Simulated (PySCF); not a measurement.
PySCF input for Ge(H)2(vinyl)(NH2) (C2H7GeN), SMILES [GeH2]([NH2])[CH]=C, TDDFT-PBE/def2-SVPD. The structure is a stationary point at B3LYP-D3(BJ)/def2-SVP. This is a generated structure with no PubChem entry under its InChIKey; it may be hypothetical. One conformer was computed; it need not be the lowest.

```python
import numpy as np
from pyscf import gto, scf, dft, tdscf

mol = gto.M(
    atom='''
    Ge   -0.25934899    0.48210789   -0.02623200
    N    -1.92473430   -0.25670451    0.30689217
    C     1.13190456   -0.80375958   -0.51531730
    C     2.20306298   -1.03882510    0.25209015
    H    -0.48558638    1.49127723   -1.17191700
    H     0.20341330    1.18449934    1.26758520
    H    -1.91118308   -1.01955978    0.98286794
    H    -2.40132266   -0.58882319   -0.53045142
    H     1.01976563   -1.36692439   -1.45153393
    H     2.36428819   -0.50600220    1.19703690
    H     2.97312745   -1.76947991   -0.02304579
    ''',
    basis='def2-SVPD',
    charge=0,
    spin=0,
    max_memory=1600,
    verbose=4,
)
mf = dft.RKS(mol, xc='pbe').density_fit(auxbasis='def2-universal-jkfit')
mf.grids.level = 3
mf.conv_tol = 1e-9
mf.max_cycle = 100
mf.kernel()
mf.grids = dft.Grids(mol).set(level=1).build(with_non0tab=True)  # coarser grid for the response kernel
td = tdscf.TDDFT(mf)
td.singlet = True
td.nstates = 10
td.conv_tol = 1e-4
td.positive_eig_threshold = 1e-6
td.kernel(x0=td.get_init_guess(mf, 15))
td.analyze()
tt = tdscf.TDA(mf)
tt.singlet = False
tt.nstates = 4
tt.conv_tol = 1e-4
tt.positive_eig_threshold = 1e-6
tt.kernel(x0=tt.get_init_guess(mf, 9))
tt.analyze(verbose=3)
```

Log of the run:

```
PySCF version 2.14.0

[INPUT] verbose = 4
[INPUT] num. atoms = 11
[INPUT] num. electrons = 58
[INPUT] charge = 0
[INPUT] spin (= nelec alpha-beta = 2S) = 0
[INPUT] symmetry False subgroup None
[INPUT] Mole.unit = angstrom
[INPUT] Symbol           X                Y                Z      unit          X                Y                Z       unit  Magmom
[INPUT]  1 Ge    -0.259348990000   0.482107890000  -0.026232000000 AA   -0.490098561783   0.911051874592  -0.049571295700 Bohr   0.0
[INPUT]  2 N     -1.924734300000  -0.256704510000   0.306892170000 AA   -3.637220689556  -0.485101218841   0.579942151073 Bohr   0.0
[INPUT]  3 C      1.131904560000  -0.803759580000  -0.515317300000 AA    2.138989617546  -1.518885476195  -0.973808564250 Bohr   0.0
[INPUT]  4 C      2.203062980000  -1.038825100000   0.252090150000 AA    4.163185667368  -1.963094930324   0.476381342201 Bohr   0.0
[INPUT]  5 H     -0.485586380000   1.491277230000  -1.171917000000 AA   -0.917625268019   2.818105540500  -2.214602170722 Bohr   0.0
[INPUT]  6 H      0.203413300000   1.184499340000   1.267585200000 AA    0.384395427094   2.238379347328   2.395388867552 Bohr   0.0
[INPUT]  7 H     -1.911183080000  -1.019559780000   0.982867940000 AA   -3.611612595103  -1.926688751822   1.857351223215 Bohr   0.0
[INPUT]  8 H     -2.401322660000  -0.588823190000  -0.530451420000 AA   -4.537842164112  -1.112714564893  -1.002407906187 Bohr   0.0
[INPUT]  9 H      1.019765630000  -1.366924390000  -1.451533930000 AA    1.927077751945  -2.583112730088  -2.743001588214 Bohr   0.0
[INPUT] 10 H      2.364288190000  -0.506002200000   1.197036900000 AA    4.467857158644  -0.956205576427   2.262071901998 Bohr   0.0
[INPUT] 11 H      2.973127450000  -1.769479910000  -0.023045790000 AA    5.618396613927  -3.343832412820  -0.043550231424 Bohr   0.0

nuclear repulsion = 265.748181154776
number of shells = 66
number of NR pGTOs = 240
number of NR cGTOs = 154
basis = def2-SVPD
ecp = {}


[settings echo left out]
init E= -2210.72108433213
  HOMO = -0.301510477438576  LUMO = -0.114640118463592  gap/eV = 5.08500
cycle= 1 E= -2211.20221009513  delta_E= -0.481  |g|= 0.77  |ddm|= 4.36
  HOMO = -0.104916756143697  LUMO = -0.00472376552479359  gap/eV = 2.72639
cycle= 2 E= -2210.9467682109  delta_E= 0.255  |g|= 1.32  |ddm|= 3.84
  HOMO = -0.233504268912884  LUMO = -0.0485166236183221  gap/eV = 5.03377
cycle= 3 E= -2211.29764026289  delta_E= -0.351  |g|= 0.221  |ddm|= 2.85
  HOMO = -0.212983697381353  LUMO = -0.0563379764517973  gap/eV = 4.26255
cycle= 4 E= -2211.30881453926  delta_E= -0.0112  |g|= 0.04  |ddm|= 0.365
  HOMO = -0.213875009422769  LUMO = -0.0525662014491788  gap/eV = 4.38944
cycle= 5 E= -2211.3091607674  delta_E= -0.000346  |g|= 0.0168  |ddm|= 0.0954
  HOMO = -0.213850351428337  LUMO = -0.0541689724981778  gap/eV = 4.34515
cycle= 6 E= -2211.30924800136  delta_E= -8.72e-05  |g|= 0.00352  |ddm|= 0.0314
  HOMO = -0.213860692081044  LUMO = -0.053818956666245  gap/eV = 4.35496
cycle= 7 E= -2211.30925056712  delta_E= -2.57e-06  |g|= 0.00176  |ddm|= 0.00669
  HOMO = -0.213869292663951  LUMO = -0.053789718769103  gap/eV = 4.35599
cycle= 8 E= -2211.30925131742  delta_E= -7.5e-07  |g|= 0.000626  |ddm|= 0.0025
  HOMO = -0.213906654322015  LUMO = -0.0538154765241772  gap/eV = 4.35630
cycle= 9 E= -2211.30925142652  delta_E= -1.09e-07  |g|= 8.23e-05  |ddm|= 0.00088
  HOMO = -0.213905475396801  LUMO = -0.053815561129313  gap/eV = 4.35627
cycle= 10 E= -2211.30925142843  delta_E= -1.91e-09  |g|= 1.35e-05  |ddm|= 0.000181
  HOMO = -0.213905961066496  LUMO = -0.0538172913514816  gap/eV = 4.35623
cycle= 11 E= -2211.30925142848  delta_E= -4.68e-11  |g|= 3.87e-06  |ddm|= 3.84e-05
  HOMO = -0.213906076370455  LUMO = -0.0538165308765155  gap/eV = 4.35626
Extra cycle  E= -2211.30925142849  delta_E= -8.64e-12  |g|= 4.62e-06  |ddm|= 1.55e-05
converged SCF energy = -2211.30925142849
tot grids = 40200
Overwritten attributes  positive_eig_threshold  of <class 'pyscf.tdscf.rks.CasidaTDDFT'>


******** <class 'pyscf.tdscf.rks.CasidaTDDFT'> for <class 'pyscf.df.df_jk.DFRKS'> ********
nstates = 10 singlet
deg_eia_thresh = 1.000e-03
wfnsym = None
conv_tol = 0.0001
eigh lindep = 1e-12
eigh level_shift = 0
eigh max_cycle = 100


Excitation energies (eV)
[4.53643832 5.70991249 6.16110538 6.30875296 6.52337902 6.56226296
 6.68952883 6.92149458 6.94917105 7.07962382]

** Singlet excitation energies and oscillator strengths **
Excited State   1:      4.53644 eV    273.31 nm  f=0.0316
      29 -> 30        0.69743
Excited State   2:      5.70991 eV    217.14 nm  f=0.0137
      29 -> 31        0.69938
Excited State   3:      6.16111 eV    201.24 nm  f=0.0068
      29 -> 32        0.69370
Excited State   4:      6.30875 eV    196.53 nm  f=0.0962
      27 -> 30       -0.46166
      28 -> 30        0.44299
      28 -> 31       -0.19929
      29 -> 33        0.15722
Excited State   5:      6.52338 eV    190.06 nm  f=0.0321
      26 -> 30        0.46343
      27 -> 30        0.38419
      28 -> 30        0.22430
      28 -> 31       -0.23808
      29 -> 33       -0.14141
Excited State   6:      6.56226 eV    188.94 nm  f=0.0310
      26 -> 30        0.10378
      27 -> 30        0.15567
      29 -> 33        0.64581
      29 -> 34        0.14648
Excited State   7:      6.68953 eV    185.34 nm  f=0.0105
      26 -> 30       -0.45844
      27 -> 30        0.20111
      28 -> 31       -0.48476
Excited State   8:      6.92149 eV    179.13 nm  f=0.0100
      29 -> 34        0.58295
      29 -> 35       -0.32688
      29 -> 36        0.13940
Excited State   9:      6.94917 eV    178.42 nm  f=0.0165
      29 -> 34       -0.28058
      29 -> 35       -0.62113
      29 -> 36       -0.12012
Excited State  10:      7.07962 eV    175.13 nm  f=0.0178
      25 -> 30        0.12030
      26 -> 30        0.14621
      27 -> 30       -0.13786
      28 -> 30       -0.20990
      28 -> 31       -0.26084
      28 -> 32       -0.47326
      29 -> 36       -0.30633

** Transition electric dipole moments (AU) **
state          X           Y           Z        Dip. S.      Osc.
  1        -0.5052      0.1479      0.0840      0.2841      0.0316
  2         0.2033     -0.1771     -0.1583      0.0978      0.0137
  3        -0.0170      0.1989      0.0721      0.0450      0.0068
  4         0.7198     -0.2847      0.1518      0.6222      0.0962
  5         0.4056     -0.1482      0.1191      0.2006      0.0321
  6        -0.2974      0.2677      0.1817      0.1931      0.0310
  7         0.2242      0.1171     -0.0191      0.0644      0.0105
  8         0.1702      0.0185     -0.1721      0.0589      0.0100
  9        -0.2365     -0.1566     -0.1289      0.0971      0.0165
 10        -0.1841      0.1992     -0.1703      0.1026      0.0178

** Transition velocity dipole moments (imaginary part, AU) **
state          X           Y           Z        Dip. S.      Osc.
  1        -0.0860      0.0244      0.0152      0.0082      0.0329
  2         0.0470     -0.0406     -0.0335      0.0050      0.0158
  3        -0.0071      0.0482      0.0170      0.0027      0.0078
  4         0.1660     -0.0649      0.0334      0.0329      0.0945
  5         0.0971     -0.0338      0.0268      0.0113      0.0314
  6        -0.0749      0.0651      0.0453      0.0119      0.0329
  7         0.0573      0.0328     -0.0075      0.0044      0.0120
  8         0.0420      0.0031     -0.0426      0.0036      0.0094
  9        -0.0604     -0.0455     -0.0338      0.0069      0.0179
 10        -0.0404      0.0574     -0.0509      0.0075      0.0193

** Transition magnetic dipole moments (imaginary part, AU) **
state          X           Y           Z
  1        -0.1197     -0.1424      0.0591
  2        -0.2592      0.2016     -0.5976
  3         0.0527     -0.1621     -0.0616
  4        -0.4030      0.3230     -0.4588
  5         0.2948      0.2011      0.3696
  6         0.0548      0.0730      0.2099
  7         0.0906     -0.2925      0.2138
  8        -0.0021      0.2303      0.3128
  9         0.0737      0.1274     -0.4087
 10        -0.5691     -0.3181     -0.5781
Overwritten attributes  positive_eig_threshold  of <class 'pyscf.tdscf.rks.TDA'>


******** <class 'pyscf.tdscf.rks.TDA'> for <class 'pyscf.df.df_jk.DFRKS'> ********
nstates = 4 triplet
deg_eia_thresh = 1.000e-03
wfnsym = None
conv_tol = 0.0001
eigh lindep = 1e-12
eigh level_shift = 0
eigh max_cycle = 100


Excitation energies (eV)
[4.10804412 4.50743951 5.50566049 5.96563694]

** Triplet excitation energies and oscillator strengths **
Excited State   1:      4.10804 eV    301.81 nm  f=0.0000
Excited State   2:      4.50744 eV    275.07 nm  f=0.0000
Excited State   3:      5.50566 eV    225.19 nm  f=0.0000
Excited State   4:      5.96564 eV    207.83 nm  f=0.0000
```

Self-consistency was reached.

Cost: very roughly 60 core-seconds.
